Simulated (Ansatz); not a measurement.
Two isomers of C2H2AlF: A = `[F][Al]1[CH]=[CH]1`, B = `C#[C][AlH][F]`.

Program: Ansatz. Geometries: PBE0-D4/def2-TZVP. ΔE: electronic, gas phase. CCSD(T)/CBS is the MP2 limit (def2-TZVPP, def2-QZVPP) plus CCSD(T) − MP2 in def2-TZVPP, frozen cores. DFT in def2-TZVPP. B3LYP here is the variant with VWN-RPA as its local correlation; programs differ in this.

A:

Z-matrix (Å, degrees):
```
Al
C 1 1.835
C 1 1.835 2 44.1
F 1 1.638 2 157.9 3 180.0
H 2 1.089 1 165.4 3 180.0
H 3 1.089 1 165.4 2 180.0
```

B:

```xyz
6

C    -0.681   -0.671   -1.583
C    -0.242   -0.230   -0.546
Al    0.499    0.441    1.062
F    -0.514    1.207    2.108
H    -1.073   -1.059   -2.497
H     2.011    0.311    1.456
```

**Question.** Which is lower in electronic energy at CCSD(T)/CBS, and by how much? (Best estimate.)

**Answer.** Ansatz gave: B, by 17.0 kcal/mol.

**Question.** Give E(B) − E(A) in kcal/mol with r2SCAN-D4, B3LYP-D4, BLYP-D4, CCSD/def2-TZVPP, CCSD(T)/def2-SVP, LDA (SPW92), CCSD(T)/def2-TZVPP. (Best estimate.)

**Answer.** Computed: r2SCAN-D4 -12.9, B3LYP-D4 -17.3, BLYP-D4 -18.3, CCSD/def2-TZVPP -17.6, CCSD(T)/def2-SVP -16.5, LDA (SPW92) -7.4, CCSD(T)/def2-TZVPP -17.0. None reverses the order clearly.

**Question.** Does the order hold for the free energy at 298.15 K (harmonic terms from PBE0-D4)? (An estimate is asked.)

**Answer.** Ansatz gave: Yes: G(B) − G(A) = -20.9 kcal/mol.

Largest T1 diagnostic: 0.014.

From BLYP to BHLYP (50 % exact exchange), in def2-TZVPP and without D4, E(B) − E(A) moves by +1.1 kcal/mol. In def2-TZVPP, CCSD(T) changes the Hartree–Fock value by +5.0 kcal/mol (the triples alone add +0.5 kcal/mol) and MP2 by +4.3 kcal/mol.
